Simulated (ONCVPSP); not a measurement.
**Before and after: ONCV potential for Pb (Z = 82)**

ONCVPSP 4.0.1 input, shortened (lines: element, Z, core and valence counts, functional; n l f; lmax; l rc ep ncon nbas qcut; lloc lpopt rc5 dvloc0; l nproj debl; icmod fcfact rcfact), revPBE, scalar-relativistic:

```
  Pb 82.00   10    5  -102130      upf
    1    0    2.00
    2    0    2.00
    2    1    6.00
    3    0    2.00
    3    1    6.00
    3    2   10.00
    4    0    2.00
    4    1    6.00
    4    2   10.00
    4    3   14.00
    5    0    2.00
    5    1    6.00
    5    2   10.00
    6    0    1.75
    6    1    2.25
    2
    0    1.40    0.00    4    8    9.20
    1    1.65    0.00    4    8    9.00
    2    1.45    0.00    4    7   12.20
    4    4    0.90    3.00
    0    2    2.10
    1    2    0.40
    2    2    1.40
    3    2.25    1.45
```

Change: p: rc 1.12.

Cutoffs: the cutoffs (Ha) at which the residual kinetic energy of the hardest occupied pseudo-wave falls to 1 and 0.1 mHa per electron; they do not see the model core or the augmentation charge, which bear on the density cutoff. Errors are all-electron minus pseudo energies relative to the spin-unpolarised reference configuration.

Question: Predict the effect on cutoff, ghosts and configuration errors.

Answer: The potential gets harder (32 Ha and 41 Ha → 44 Ha and 150 Ha); the errors of the 4 common tests hardly move; neither file shows a bound ghost. A smaller radius makes the pseudo-wave follow the all-electron one further in, where it bends more sharply, so more plane waves are needed.

| quantity | base | changed |
| --- | --- | --- |
| cutoff, loose | 32 Ha | 44 Ha |
| cutoff, tight | 41 Ha | 150 Ha |
| loose cutoff by channel | s 32 Ha, p 18 Ha, d 25 Ha | s 32 Ha, p 44 Ha, d 25 Ha |
| bound ghosts | none | none |
| GHOST(+) flags under 300 eV | s at 281.8 eV | s at 281.8 eV |
| error for 5s2 5p6 5d10 6s2 6p2, meV [ΔE -2.15 eV] | +0.4 | +0.4 |
| error for 5s2 5p6 5d10 6s2 6p1, meV [ΔE 4.34 eV] | -2.4 | -2.2 |
| error for 5s2 5p6 5d10 6s2 6p0, meV [ΔE 17.67 eV] | -9.0 | -7.9 |
| error for 5s2 5p6 5d10 6s1 6p0, meV [ΔE 49.93 eV] | -25 | -22 |
| s: phases at 1.42 bohr within 0.05 rad from the reference energy up to (Ha; the scan ends near 5) | to the end of the scan | to the end of the scan |
| d: phases at 1.47 bohr within 0.05 rad from the reference energy up to (Ha; the scan ends near 5) | to the end of the scan | to the end of the scan |
| rms error of d²Exc/dni dnj with the model core, mHa | 0.31 | 0.23 |
